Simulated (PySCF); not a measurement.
Species: C4H7FO2Si2.
Structure used (GFN2-xTB), in Å, numbered top down from 1:
```xyz
16
C4H7FO2Si2 angstrom
O      0.3141   -1.8287    0.1517
C     -0.5977   -1.0458    0.0258
O     -1.8887   -1.4227   -0.0399
C     -2.7036   -0.2761   -0.1854
C     -1.7445    0.8711   -0.2023
C     -0.4976    0.4181   -0.0772
Si     1.2261    1.1856   -0.0134
Si     2.6447   -0.6235    0.2192
F      4.1197    0.0792    0.2668
H     -3.2787   -0.3604   -1.1142
H     -3.4063   -0.2277    0.6540
H     -2.0754    1.8870   -0.3036
H      1.3056    1.9964   -1.2402
H      1.1447    2.1645    1.0841
H      2.6319   -1.3120    1.5016
H      2.7983   -1.4961   -0.9358
```

Definitions: NICS(0) = −σiso at the ring centroid; NICS(1) = −σiso and NICS(1)zz = −σzz at ±1 Å along the ring normal z. Level: GIAO PBE0/pcSseg-1 (PySCF, non-relativistic, gas phase) on the GFN2-xTB geometry, one conformer.

Ring bond lengths (Å), with Mayer bond orders in brackets: C2–O3 1.347 (1.09), O3–C4 1.414 (0.91), C4–C5 1.495 (1.05), C5–C6 1.333 (1.76), C6–C2 1.471 (1.04).

What do the NICS probes read (ppm)?

| ring | type | NICS(0) | NICS(1), two faces | NICS(1)zz, two faces | rms pucker (Å) | centre to ring atoms, mean (Å) |
| --- | --- | --- | --- | --- | --- | --- |
| C2–O3–C4–C5–C6 | 5-membered ring with O; formal bonds 1 double, 4 single | -4.0 | -5.1 / -5.0 | -8.6 / -8.6 | 0.00 | 1.20 |

What do they say, and how far can they be read as aromaticity?

- C2–O3–C4–C5–C6: mean NICS(1)zz -8.6 ppm, shielded. C4 has four or more neighbours; no verdict on aromaticity is drawn.

At the second NICS(1) probe listed for ring C2–O3–C4–C5–C6, 1 Å off the ring, what do the in-plane components average?

The isotropic value is a third of the trace: (3 × -5.0 − (-8.6))/2 = -3.2 ppm.

How shielded are the nuclei of the rings and their hydrogens (means over atoms taken as equivalent)?

```csv
atoms,environment,σ isotropic (ppm),"principal values of the symmetric part, first atom (ppm)"
C2,ester carbonyl carbon,0.3,"-76.5, 34.0, 43.2"
O3,ester single-bonded oxygen,119.6,"-90.6, 216.6, 232.8"
C4,sp3 carbon bound to oxygen,108.3,"84.8, 98.2, 142.0"
C5,alkene CH carbon,16.9,"-111.4, 18.6, 143.4"
C6,fully substituted alkene carbon,47.9,"-53.7, 48.3, 149.1"
H10 (×2),methylene hydrogen,26.64,"22.8, 25.2, 31.8"
H12,vinylic hydrogen,23.93,"20.9, 23.6, 27.3"
```
